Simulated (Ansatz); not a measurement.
Cost and result for the atomization energy of butyl acetate, C6H12O2 (20 atoms, 19 bonds).

```xyz
20

C    -2.9223   -1.4278    0.0666
C    -1.4983   -1.4625    0.5935
C    -0.7119   -0.2112    0.2374
C     0.6999   -0.2626    0.7753
O     1.4201    0.9423    0.4940
C     2.0120    1.0174   -0.7065
C     2.7090    2.3325   -0.8763
O     1.9802    0.1388   -1.5260
H    -2.9352   -1.3367   -1.0228
H    -3.4692   -2.3353    0.3314
H    -3.4727   -0.5759    0.4753
H    -1.5124   -1.5875    1.6826
H    -0.9800   -2.3408    0.1926
H    -0.6731   -0.0952   -0.8499
H    -1.2161    0.6742    0.6400
H     0.7018   -0.3411    1.8641
H     1.2445   -1.1102    0.3540
H     1.9817    3.1446   -0.8172
H     3.4285    2.4815   -0.0693
H     3.2135    2.3555   -1.8388
```

The species carries charge 0 and has multiplicity 1. The structure was optimised at the PBE0-D4/def2-TZVP level. It is one conformer, not always the lowest. Program: Ansatz. All runs use 2 threads of an AMD EPYC 7R13 on a shared host and a share of an NVIDIA H100 80 GB. Times are those of one run each, without the atoms' runs, and a repeat can differ threefold. Electronic energies, without spin–orbit coupling; frozen cores. CCSD(T)/CBS adds CCSD(T) − MP2 in def2-TZVPP to the MP2 limit, and its time is that of the two runs behind it. T1 = 0.013. B3LYP takes the VWN-RPA correlation (the form of Gaussian; ORCA's B3LYP/G). HSE06 is the plane-wave form, built on full-range PBE exchange.

CCSD(T)/CBS is a level of theory with its own doubt, some kJ/mol a heavy atom from the limit and from the frozen cores, so smaller differences don't rank the functionals.

```
                            level  functions  wall time
             revPBE-D4/def2-TZVPP        416        4 s
           LDA (SPW92)/def2-TZVPP        416      4.4 s
               BLYP-D4/def2-TZVPP        416      4.5 s
                 CCSD(T)/def2-SVP        172        5 s
          CAM-B3LYP-D4/def2-TZVPP        416      5.5 s
              BHLYP-D4/def2-TZVPP        416      5.5 s
                B97M-V/def2-TZVPP        416        6 s
               PBE0-D4/def2-TZVPP        416      6.5 s
              HSE06-D4/def2-TZVPP        416      8.5 s
B3LYP-D4/def2-TZVPP (with forces)        416      9.5 s
                   MP2/def2-QZVPP        816       12 s
               CCSD(T)/def2-TZVPP        416       31 s
                CCSD(T)/CBS(def2)          –       43 s
```

**Question.** What atomization energy does each give, and how far from CCSD(T)/CBS? (Estimate.)

**Answer.** The calculation gave: 
| level | atomization (kJ/mol) | difference from CCSD(T)/CBS | per bond |
| --- | --- | --- | --- |
| revPBE-D4/def2-TZVPP | 8260.3 | 8.9 | 0.5 |
| LDA (SPW92)/def2-TZVPP | 9491.6 | 1240.2 | 65.3 |
| BLYP-D4/def2-TZVPP | 8247.4 | -4.0 | -0.2 |
| CCSD(T)/def2-SVP | 7934.9 | -316.5 | -16.7 |
| CAM-B3LYP-D4/def2-TZVPP | 8301.1 | 49.7 | 2.6 |
| BHLYP-D4/def2-TZVPP | 8013.0 | -238.4 | -12.5 |
| B97M-V/def2-TZVPP | 8267.6 | 16.2 | 0.9 |
| PBE0-D4/def2-TZVPP | 8314.0 | 62.6 | 3.3 |
| HSE06-D4/def2-TZVPP | 8320.0 | 68.6 | 3.6 |
| B3LYP-D4/def2-TZVPP (with forces) | 8256.9 | 5.5 | 0.3 |
| MP2/def2-QZVPP | 8310.4 | 59.0 | 3.1 |
| CCSD(T)/def2-TZVPP | 8065.0 | -186.4 | -9.8 |
| CCSD(T)/CBS(def2) | 8251.4 | 0.0 | 0.0 |

In def2-TZVPP, CCSD(T) changes the Hartree–Fock value by +1988.3 kJ/mol (the triples alone add +119.5 kJ/mol) and MP2 by +2124.3 kJ/mol; breaking electron pairs costs correlation energy, which Hartree–Fock lacks. From PBE to PBE0 (25 % exact exchange), in def2-TZVPP and without D4, the atomization energy moves by −144.9 kJ/mol: exact exchange takes away binding that semilocal exchange gives to molecules. The D4 term adds +59.9 kJ/mol with B3LYP and +32.1 kJ/mol with PBE0; it sums over pairs of atoms, weighted by their polarisabilities, and B3LYP, whose exchange is more repulsive, gets the larger term.
